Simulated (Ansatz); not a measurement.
Geometry optimisation, Ansatz, RKS PBE0-D4/def2-SVP.

input.yaml

```yaml
crystal:
  periodic: [false, false, false]
  atoms:
    - { symbol: B, position_ang: [0.0, 0.0, 0.0] }
    - { symbol: F, position_ang: [0.0, 0.0, 1.32] }
    - { symbol: C, position_ang: [1.3856, 0.0, -0.8] }
    - { symbol: H, position_ang: [1.7152, -1.0462, -0.9702] }
    - { symbol: H, position_ang: [1.2491, 0.508, -1.7774] }
    - { symbol: H, position_ang: [2.1552, 0.5381, -0.2082] }
    - { symbol: F, position_ang: [-1.1431, 0.0, -0.66] }
basis:
  gaussian: { orbitals: def2-SVP }
hamiltonian:
  xc: pbe0
  dispersion: d4
relax:
  f_tol: 0.02
  max_steps: 40
```

Launched with:

```bash
$ ansatz run input.yaml --threads 1 --pin off --max-ram 2048MiB --backend cpu --events-out ev --progress --plain --runs-dir out
```

Problem. Where does it end, and by what steps?

Solution. It converged. After 4 steps the energy has fallen by 0.055 eV; H4 moved furthest, 0.04 Å.

| step | energy less start (eV) | largest force component (eV/Å) | accepted |
| --- | --- | --- | --- |
| 0 | 0.0000 | 1.305 | yes |
| 1 | -0.0416 | 0.680 | yes |
| 2 | -0.0295 | 0.834 | no |
| 3 | -0.0541 | 0.162 | yes |
| 4 | -0.0548 | 0.007 | yes |

```xyz
7
Properties=species:S:1:pos:R:3
B 0.023 0.009 -0.014
F -0.023 -0.015 1.308
C 1.372 0.027 -0.793
H 1.690 -1.018 -0.956
H 1.274 0.493 -1.783
H 2.172 0.521 -0.225
F -1.146 -0.017 -0.632
```

Whether the end is a true minimum wasn't checked by a vibrational analysis.

Run time: 11 s on 1 thread of Arm Neoverse V1, with other jobs on the host, peak memory 0.14 GiB.
